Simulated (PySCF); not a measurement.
A structure optimised at B3LYP-D3(BJ)/def2-SVP, used in a PySCF frequency run:

```
N
H 1 1.0203
C 1 1.4557 2 109.35
H 3 1.1031 1 108.24 2 179.28
H 3 1.1121 4 105.68 1 121.86
C 1 1.4653 2 109.92 3 130.27
H 6 1.1058 1 105.84 2 46.23
C 3 1.5239 4 109.41 5 117.46
H 8 1.1006 3 110.51 4 61.37
H 8 1.1013 9 108.86 3 122.36
H 8 1.1035 9 107.70 10 116.27
C 6 1.5387 7 107.63 1 124.53
H 12 1.1017 6 111.12 7 54.35
H 12 1.1019 13 107.44 6 -122.95
H 12 1.1043 13 107.77 14 -115.56
Si 6 1.9116 7 102.73 1 -115.23
H 16 1.4901 6 109.96 7 54.83
H 16 1.4933 17 108.86 6 -123.13
H 16 1.4954 17 108.97 18 -117.01
```
Charge 0, spin multiplicity 1.

### Question
Write its SMILES and formula.

### Answer
CCN[C@H](C)[SiH3], C₄H₁₃NSi

### Question
What are its rotational constants (standard atomic weights)?

### Answer
3.9700, 1.5797, 1.2891 GHz
